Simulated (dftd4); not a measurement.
C5H9O (SMILES [OH+]=C1CCCC1), charge +1, singlet, at a GFN2-xTB geometry; D4 for tpssh (dftd4).

The dftd4 input:
```
$ dftd4 mol.xyz --func tpssh --charge 1 --json dftd4.json --noedisp --grad

# file mol.xyz
15

O      1.98331428    -0.63990152    -0.02728142
C      0.78245456    -0.23407416    -0.00464625
C      0.31689025     1.12909171     0.26854165
C     -1.16730756     1.11833699    -0.12427967
C     -1.58915877    -0.33179118     0.12646995
C     -0.34204424    -1.13686668    -0.25687164
H      2.68935033     0.01943392     0.12315407
H      0.41019061     1.29208358     1.35221572
H      0.91336981     1.90936287    -0.20995171
H     -1.75480918     1.82761363     0.45161533
H     -1.27179405     1.36978737    -1.17969754
H     -1.82052009    -0.48585570     1.18041121
H     -2.46133190    -0.61574005    -0.45514328
H     -0.34313553    -1.35910584    -1.33335732
H     -0.23283981    -2.10654762     0.23372077
```

The log (banner, timings and long lists left out):

```
                    ____  _____ _____     ____  _  _
      -------------|  _ \|  ___|_   _|---|  _ \| || |------------
     |             | | | | |_    | | ___ | | | | || |_           |
     |             | |_| |  _|   | ||___|| |_| |__   _|          |
     |             |____/|_|     |_|     |____/   |_|            |
     |             ===================================           |
     |            E. Caldeweyher, S. Ehlert & S. Grimme          |
     |          Mulliken Center for Theoretical Chemistry        |
     |                    University of Bonn                     |
      -----------------------------------------------------------

Rational (Becke-Johnson) damping: tpssh-D4-ATM
---------------------
  s6         1.0000
  s8         1.8590
  s9         1.0000
  a1         0.4429
  a2         4.6023
 alp        16.0000
--------------------

Dispersion energy:      -1.2408181848544E-02 Eh

Gradient norm:           7.4655791367246E-04 Eh/a0
--------------------------------------------------
     #    Z           dE/dx      dE/dy      dE/dz
--------------------------------------------------
     1    8 O     4.067E-04 -1.260E-04 -5.020E-06
     2    6 C     1.750E-04 -5.370E-05 -1.317E-06
     3    6 C     7.114E-05  1.973E-04  4.962E-05
     4    6 C    -1.869E-04  1.896E-04 -1.348E-05
     5    6 C    -2.566E-04 -6.235E-05  1.415E-05
     6    6 C    -5.473E-05 -2.078E-04 -4.748E-05
     7    1 H     8.227E-05 -8.822E-06  1.509E-06
     8    1 H     3.435E-05  8.034E-05  7.087E-05
     9    1 H     5.804E-05  1.055E-04 -1.201E-05
    10    1 H    -6.944E-05  8.240E-05  1.687E-05
    11    1 H    -5.944E-05  7.430E-05 -4.759E-05
    12    1 H    -8.998E-05 -3.209E-05  4.732E-05
    13    1 H    -1.027E-04 -3.330E-05 -1.764E-05
    14    1 H    -7.050E-06 -8.985E-05 -6.665E-05
    15    1 H    -7.762E-07 -1.155E-04  1.085E-05
--------------------------------------------------

Virial:
--------------------------------------------------
      component           x          y          z
--------------------------------------------------
          x       4.754E-03 -4.080E-04  8.488E-05
          y      -4.080E-04  3.295E-03  3.471E-04
          z       8.488E-05  3.471E-04  6.552E-04
--------------------------------------------------

[Info] Dispersion results written to 'dftd4.txt'
[Info] JSON dump of results written to 'dftd4.json'
```
